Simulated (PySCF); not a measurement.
Compound: p-toluenethiol, C7H8S.
SMILES: `Cc1ccc(S)cc1`

All values: CAM-B3LYP/def2-SVPD (PySCF, non-relativistic), on one gas-phase PBE0-D3(BJ)/def2-SVP geometry that isn't relaxed in the solvent. The solvent is an IEF-PCM continuum (cavity from Bondi-type radii × 1.2), and excitations are vertical TDDFT with non-equilibrium linear response and a frozen core. Specific hydrogen bonds and non-electrostatic terms are outside this model.

Gas-phase singlets (H = HOMO, L = LUMO):

```
state  E (eV)  λ (nm)      f           leading configurations
   S1   4.882     254  0.014             H→L 81%, H-1→L+1 14%
   S2   5.074     244  0.002             H→L+2 71%, H→L+4 12%
   S3   5.388     230  0.283                        H→L+1 88%
   S4   5.867     211  0.017  H→L+3 62%, H→L+4 15%, H→L+2 11%
   S5   6.406     194  0.003  H→L+4 32%, H→L+3 25%, H→L+6 20%
```

Question: How does the list change in cyclohexane (ε = 2.017)?

Answer: 
```json
{"state": "S1", "E (eV)": "4.888", "λ (nm)": "254", "f": "0.022", "leading configurations": "H→L 82%, H-1→L+1 14%", "change by rank (eV)": "+0.006"}
{"state": "S2", "E (eV)": "5.144", "λ (nm)": "241", "f": "0.003", "leading configurations": "H→L+2 68%, H→L+4 12%", "change by rank (eV)": "+0.070"}
{"state": "S3", "E (eV)": "5.324", "λ (nm)": "233", "f": "0.390", "leading configurations": "H→L+1 91%", "change by rank (eV)": "-0.064"}
{"state": "S4", "E (eV)": "5.887", "λ (nm)": "211", "f": "0.025", "leading configurations": "H→L+3 65%, H→L+2 14%, H→L+4 9%", "change by rank (eV)": "+0.020"}
{"state": "S5", "E (eV)": "6.393", "λ (nm)": "194", "f": "0.270", "leading configurations": "H-1→L+1 73%, H→L 14%", "change by rank (eV)": "-0.013"}
```

Question: What are the lowest 5 singlets in chloroform (ε = 4.711)?

Answer: 
```
state  E (eV)  λ (nm)      f  leading configurations  change by rank (eV)
   S1   4.905     253  0.021    H→L 82%, H-1→L+1 14%               +0.023
   S2   5.214     238  0.003    H→L+2 66%, H→L+4 12%               +0.140
   S3   5.335     232  0.395               H→L+1 91%               -0.053
   S4   5.925     209  0.030    H→L+3 66%, H→L+2 16%               +0.058
   S5   6.399     194  0.280    H-1→L+1 74%, H→L 15%               -0.007
```

Question: How do the frontier levels move from gas to chloroform?

Answer: 
```json
{"orbital": "LUMO+2", "gas (eV)": "0.98", "solvent (eV)": "1.12", "change (eV)": "+0.14"}
{"orbital": "LUMO+1", "gas (eV)": "0.72", "solvent (eV)": "0.75", "change (eV)": "+0.03"}
{"orbital": "LUMO", "gas (eV)": "0.61", "solvent (eV)": "0.66", "change (eV)": "+0.05"}
{"orbital": "HOMO", "gas (eV)": "-7.38", "solvent (eV)": "-7.38", "change (eV)": "0.00"}
{"orbital": "HOMO-1", "gas (eV)": "-8.69", "solvent (eV)": "-8.65", "change (eV)": "+0.04"}
{"orbital": "HOMO-2", "gas (eV)": "-9.73", "solvent (eV)": "-9.73", "change (eV)": "0.00"}
{"orbital": "HOMO-3", "gas (eV)": "-10.91", "solvent (eV)": "-10.87", "change (eV)": "+0.04"}
```

The HOMO–LUMO gap goes from 7.98 to 8.05 eV.

Shape of the structure used: `[CH3:1][c:2]1[cH:3][cH:4][c:5]([SH:6])[cH:7][cH:8]1`: H–S6–C5–C4 0°.
